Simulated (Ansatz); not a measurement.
`O=CN[SiH3]` and `O=CN[SiH2]O` differ in one atom or group.

Ansatz, PBE0-D4/def2-TZVP geometries, multiplicity 1. Each molecule was computed in one conformer, which needn't be the lowest.

```tsv
property	`O=CN[SiH3]`
HOMO–LUMO gap (ωB97M-V/def2-TZVPP) / eV	12.16
LUMO energy (PBE/def2-TZVPP) / eV	-1.10
size of the dipole moment (PBE/def2-TZVPP) / D	3.27
HOMO–LUMO gap (PBE0/def2-TZVPP) / eV	7.88
HOMO energy (B3LYP/def2-TZVPP) / eV	-7.63
HOMO energy (PBE/def2-TZVPP) / eV	-6.26
```

(1) What does the change do to each property? (Best estimate.)

Answers

(1) The calculation gave: 
| property | `O=CN[SiH2]O` | shift |
| --- | --- | --- |
| HOMO–LUMO gap (ωB97M-V/def2-TZVPP) / eV | 12.22 | 0.06 |
| LUMO energy (PBE/def2-TZVPP) / eV | -1.34 | -0.24 |
| size of the dipole moment (PBE/def2-TZVPP) / D | 2.81 | -0.46 |
| HOMO–LUMO gap (PBE0/def2-TZVPP) / eV | 7.73 | -0.15 |
| HOMO energy (B3LYP/def2-TZVPP) / eV | -7.77 | -0.14 |
| HOMO energy (PBE/def2-TZVPP) / eV | -6.38 | -0.12 |

With PBE0 the HOMO falls by 0.15 eV and the LUMO falls by 0.29 eV, so the gap narrows by about 0.14 eV. PBE moves the HOMO by -0.12 eV and ωB97M-V by -0.14 eV. Dipoles are sizes alone; their direction can turn.

B3LYP here is the variant with VWN-RPA as its local correlation; programs differ in this.
